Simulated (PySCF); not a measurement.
## Sn₂F⁺, broken-symmetry Ms = 0: data card

These are results of PySCF, UPBE, basis F def2-SVP, Sn def2-SVP with ECP28 (scalar-relativistic core potentials, no spin–orbit coupling, density fitting), not measurements.

The structure is a minimum.

| Quantity | Value |
| --- | --- |
| Point group | C2v |
| Bond lengths | F–Sn 2.184 Å (×2), Sn–Sn 3.009 Å |
| Bond angles | F–Sn–Sn 46.5° (×2), Sn–F–Sn 87.1° |
| Rotational symmetry number | 2 |
| Highest occupied level (β) | -9.69 eV |
| Principal quadrupole moments (Buckingham, traceless) about the centre of mass | -10.67, -2.24, 12.90 D Å |
| Spin squared ⟨S²⟩ | 0.440 |
| Entropy at 298.15 K and 1 bar | 310.5 J/(mol K) |
| Heat capacity Cp at 298.15 K | 54.3 J/(mol K) |
| Enthalpy at 298.15 K above 0 K | 13.51 kJ/mol |
| Lowest empty level (β) | -9.06 eV |
| Rotational constants | 0.382, 0.03105, 0.02871 cm⁻¹ |
| Principal polarisabilities | 43.1, 47.0, 144.0 bohr³ |
| Dipole moment about the centre of mass | 1.97 D |
| Zero-point energy | 5.1 kJ/mol |

Harmonic modes (masses in u: F 18.998, Sn 119.902):
```
ω (cm⁻¹)  IR (km/mol)
     150          1.3
     282          4.8
     428         33.7
```

Charges (e):
```json
{"atom": "F1", "Mulliken": "-0.34", "Löwdin": "-0.21", "polar tensor": "-0.38", "spin (Mulliken)": "0.00", "Mayer order to F1": "–"}
{"atom": "Sn2,3", "Mulliken": "0.67", "Löwdin": "0.60", "polar tensor": "0.69", "spin (Mulliken)": "0.00", "Mayer order to F1": "0.56"}
```
Other Mayer orders above 0.3: Sn–Sn 1.07.

Mulliken populations on F1: s 3.96, p 5.38, d 0.00.

Outer orbital energies (eV). α occupied: -17.41, -16.66, -14.49, -14.02, -13.74, -9.69; empty: -9.06, -8.12, -7.53, -7.08. β occupied: -17.41, -16.66, -14.49, -14.02, -13.74, -9.69; empty: -9.06, -8.12, -7.53, -7.08.

The determinant is spin-contaminated (⟨S²⟩ = 0.44, pure value 0.00). The spin densities have lower symmetry than the nuclear frame, so modes carry no symmetry labels. Other isomers or separated fragments may lie lower.

The final relaxation and frequency run took 38 s on 2 threads of a shared AMD EPYC 7R43 64-Core (Zen 3) host, with 66 basis functions and 11 gradients; the process peaked at 0.72 GiB.
